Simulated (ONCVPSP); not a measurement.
**Building the ONCV potential for P (PBE, scalar-relativistic).**

P (Z = 15), optimised norm-conserving Vanderbilt (ONCV), made with ONCVPSP 4.0.1 (PBE, scalar-relativistic). Core [Ne], reference 3s2 3p3. Waves: 3s: rc 1.75 bohr, ncon 4, nbas 7, qcut 4 1/bohr, 2 projectors, debl 1 Ha; 3p: rc 1.65 bohr, ncon 4, nbas 8, qcut 6 1/bohr, 2 projectors, debl 0.6 Ha; d scattering state at 0.05 Ha: rc 1.60 bohr, ncon 4, nbas 8, qcut 5.8 1/bohr, 1 projector. Local part: polynomial inside 1.40 bohr (lpopt 5, dvloc0 0 Ha). Core correction: Teter function, fcfact 5.5, rcfact 1.2.

All-electron outer shells of the reference configuration (PBE, scalar-relativistic, ld1.x):

```tsv
shell	level (eV)	outermost node (bohr)	outermost maximum (bohr)
2s	-173.99	0.14	0.42
2p	-124.49	–	0.36
3s	-13.97	0.65	1.58
3p	-5.51	0.64	1.83
```

(1) Estimate the cutoffs (Ha) at which the residual kinetic energy of the hardest occupied pseudo-wave falls to 1 and 0.1 mHa per electron.

(2) What does a ghost test show?

(3) Which valence shell sets the plane-wave cutoff?

(4) Tests: 3s2 3p2; 3s2 3p1; 3s2 3p0; 3s1 3p4. Which has the largest error in its energy relative to the reference configuration, and how large is it?

Answers

(1) 14 Ha and 35 Ha.

(2) No bound ghost flagged; GHOST(+) flagged for s at 164.2 eV.

(3) 3s: 14 Ha for 1 mHa per electron, against 6 Ha for 3p.

(4) 3s2 3p0, with +58 meV (all-electron minus pseudo) on +58.62 eV.
